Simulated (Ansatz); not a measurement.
Start from `[BH2][GeH2][Cl]` and change one atom or group to get `[NH2][GeH2][Cl]`.

Ansatz, PBE0-D4/def2-TZVP geometries, multiplicity 1. Each molecule was computed in one conformer, which needn't be the lowest.

Scalar relativity is left out up to krypton.

| property | `[BH2][GeH2][Cl]` |
| --- | --- |
| size of the dipole moment (ωB97M-V/def2-TZVPP) / D | 2.40 |
| size of the dipole moment (PBE/def2-TZVPP) / D | 2.24 |
| size of the dipole moment (B3LYP/def2-TZVPP) / D | 2.37 |
| HOMO–LUMO gap (ωB97M-V/def2-TZVPP) / eV | 9.53 |
| HOMO energy (B3LYP/def2-TZVPP) / eV | -7.98 |
| HOMO energy (PBE/def2-TZVPP) / eV | -6.93 |

Question: What does the change do to each property? (An estimate is asked.)

Answer: The calculation gave: 
| property | `[NH2][GeH2][Cl]` | shift |
| --- | --- | --- |
| size of the dipole moment (ωB97M-V/def2-TZVPP) / D | 1.65 | -0.75 |
| size of the dipole moment (PBE/def2-TZVPP) / D | 1.70 | -0.54 |
| size of the dipole moment (B3LYP/def2-TZVPP) / D | 1.67 | -0.70 |
| HOMO–LUMO gap (ωB97M-V/def2-TZVPP) / eV | 12.20 | 2.67 |
| HOMO energy (B3LYP/def2-TZVPP) / eV | -7.67 | 0.31 |
| HOMO energy (PBE/def2-TZVPP) / eV | -6.49 | 0.44 |

With PBE0 the HOMO rises by 0.28 eV and the LUMO rises by 3.10 eV, so the gap widens by about 2.82 eV. PBE moves the HOMO by 0.44 eV and ωB97M-V by 0.12 eV. Dipoles are sizes alone; their direction can turn.

B3LYP here is the variant with VWN-RPA as its local correlation; programs differ in this.
